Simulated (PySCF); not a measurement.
## Spinor energies of Ag²¹⁺ (silver, charge +21)

Start: [Ar] 3d8; 3d3/2 filled at m_j = -3/2, -1/2, +1/2, +3/2; 3d5/2 filled at m_j = -1/2, +1/2, +3/2, +5/2. Calculated with PySCF 2.14 in an even-tempered Gaussian basis (17 s from 2.5 bohr⁻², ratio 2.8; 12 p from 3.2 bohr⁻², ratio 2.8; 8 d from 3.2 bohr⁻², ratio 2.8; 4 f from 14 bohr⁻², ratio 3): generalised Hartree-Fock with the X2C-1e Hamiltonian and a Gaussian nucleus; one run each with spin-orbit coupling (SO) switched off, then screened by Boettger's factors.

```tsv
spinor shell	electrons	ε, spin-free (eV)	ε, screened SO (eV)	weight of nominal j (screened SO)	rms radius, screened SO (bohr)
1s1/2	2	-26338.5	-26336.4	1.000	0.0357
2s1/2	2	-4539.4	-4538.5	1.000	0.146
2p1/2	2	-4137.1	-4260.8	1.000	0.126
2p3/2	4	-4137.1	-4079.4	1.000	0.131
3s1/2	2	-1360.6	-1360.4	1.000	0.382
3p1/2	2	-1224.1	-1251.9	0.989	0.373
3p3/2	4	-1224.1	-1211.1	0.994	0.383
3d3/2	4	-1024.4	-1028.9	0.892	0.351
3d5/2	4	-1024.4	-1020.7	0.911	0.354
```

| quantity | spin-free | screened SO |
| --- | --- | --- |
| E (hartree) | -5098.36362 | -5099.50279 |
| M_J | 4 | 4 |
| ⟨J²⟩ | 20.001 | 20.001 |
| ⟨L²⟩ | 12.001 | 12.282 |
| ⟨S²⟩ | 2.000 | 1.941 |

Each row is a mean over spinors that exchange with the open shell spreads, by up to 24.151 eV (3p3/2).

Rows whose weight is well below 1 are mixtures of j = l ± 1/2: exchange outweighs spin-orbit coupling there, and the label is only the starting occupation.

Breit and QED terms are absent; they matter most for the inner s and p1/2 levels.

Densities and radii are taken from the X2C orbitals without a picture-change correction, which distorts them close to the nucleus.

Without spin-orbit coupling the j labels of p, d and f shells carry no meaning; the spin-free column gives the mean over the occupied spinors of each nl shell.
